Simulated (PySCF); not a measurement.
# Computed properties of diantimony (Sb2), SMILES [Sb]#[Sb]

diantimony (Sb2), SMILES [Sb]#[Sb]. The structure is a stationary point at B3LYP-D3(BJ)/def2-TZVP. The def2 effective core potentials stand for the cores of Sb; spin–orbit coupling is left out. One conformer was computed; it need not be the lowest. All values are computed for the isolated molecule unless a solvent is named; none is compared with measurement here.

**Structure.** The optimised structure has D∞h symmetry. All 1 harmonic modes at B3LYP-D3(BJ)/def2-TZVP (PySCF) are real, so it is a minimum.

**Vibrations.** No mode carries more than 0.5 km/mol of infrared intensity. The softest mode is at 285 cm⁻¹ and the zero-point energy is 0.4 kcal/mol.

**Electronic structure.** CAM-B3LYP/def2-TZVPD (PySCF) places the frontier levels at -7.58 and -2.00 eV, a gap of 5.58 eV, and gives a dipole moment of 0.00 D and a mean polarisability of 95.4 bohr³. PBE/def2-TZVPD (PySCF) at the same geometry gives -5.79 and -3.47 eV, so its gap is 3.26 eV narrower. An orbital gap is neither the optical nor the fundamental gap.

**Excitations.** TDA-ωB97X/def2-TZVPD (PySCF) has S1 at 1.85 eV (671 nm, f = 0.000, dark); the most intense of the 10 singlets computed lies at 5.86 eV (f = 0.52). Strengths of degenerate partners are summed. T1 (TDA) is at 1.35 eV, 0.50 eV under S1. TDA-PBE/def2-TZVPD (PySCF) puts S1 at 2.31 eV.
